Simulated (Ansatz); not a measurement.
A nudged elastic band was laid between two geometries of Cl3HOTi + H2S (9 atoms, charge 0, multiplicity 1).

These are results of RKS B3LYP/def2-SVP in Ansatz, not measurements.

```yaml
movable_images: 9
climbing_image: yes
spring: 5.0 eV/Å²
optimiser: quadratic models (default)
start_path: through a guess of the saddle point
force_threshold: 0.03 eV/Å
iteration_limit: 54
end_points: relaxed
```

Image 0:

```xyz
9
Properties=species:S:1:pos:R:3
Ti -0.255 0.271 -0.150
O -0.225 0.061 1.590
H -0.113 0.597 2.388
Cl 1.721 0.899 -0.836
Cl -1.683 1.858 -0.620
Cl -0.867 -1.615 -1.093
S 1.625 -3.210 1.843
H 0.840 -3.460 0.770
H 0.807 -2.215 2.256
```

Image 10:

```xyz
9
Properties=species:S:1:pos:R:3
Ti 0.455 -0.424 -0.109
O -0.520 -1.027 1.911
H -1.420 -1.316 1.687
Cl 1.473 0.053 -1.979
Cl 0.495 1.557 0.934
Cl -1.505 -1.207 -0.858
S 2.040 -1.962 0.492
H 1.442 -2.289 1.662
H -0.610 -0.199 2.410
```

**Question.** Which bonds break or form, and what moves?

**Answer.** Bonds broken: S7–H9. Bonds formed: Ti1–S7, O2–H9. Cl3HOTi + H2S becomes Cl3H3OSTi.

**Question.** Give the energies along the band, and the barrier.

**Answer.** The run converged. The highest image is number 4 of 0 to 10, 0.76 eV above the first end and 0.67 eV above the last; the last end lies 0.09 eV above the first. A vibrational analysis at the climbing image gives one clearly imaginary mode, 1111i cm⁻¹: a first-order saddle point. The orbitals stay closed-shell, which can raise the energy where a bond breaks towards radicals; this wasn't checked here.

```
image  path coordinate (Å)  energy (eV)  S7–H9 (Å)  Ti1–S7 (Å)  O2–H9 (Å)
    0                 0.00         0.00       1.35        4.43       2.59
    1                 0.91         0.01       1.35        4.08       2.66
    2                 1.81         0.02       1.35        3.30       3.00
    3                 2.72         0.10       1.36        3.03       2.06
    4                 3.62         0.76       1.64        2.67       1.20
    5                 4.44         0.39       2.44        2.41       0.98
    6                 5.26         0.35       2.60        2.37       0.97
    7                 6.09         0.28       2.68        2.34       0.97
    8                 6.91         0.22       2.91        2.32       0.97
    9                 7.73         0.15       3.32        2.30       0.97
   10                 8.55         0.09       3.72        2.29       0.97
```

**Question.** What is the geometry of the highest image?

**Answer.** 
```xyz
9
Properties=species:S:1:pos:R:3
Ti 0.073 -0.322 -0.056
O -0.065 -0.302 1.899
H -0.493 0.343 2.483
Cl 1.852 0.508 -0.999
Cl -1.343 1.390 -0.066
Cl -0.960 -1.790 -1.306
S 1.536 -2.245 1.090
H 0.556 -3.178 1.044
H 0.694 -1.218 2.060
```

**Question.** What are the harmonic wavenumbers there?

**Answer.** 1111i, 55, 99, 122, 138, 146, 165, 220, 240, 388, 393, 420, 472, 479, 544, 649, 804, 1106, 1523, 2672, 3786 cm⁻¹.

The run took 15 min on 4 threads of Arm Neoverse V2, with other jobs on the host, peak memory 0.44 GiB.
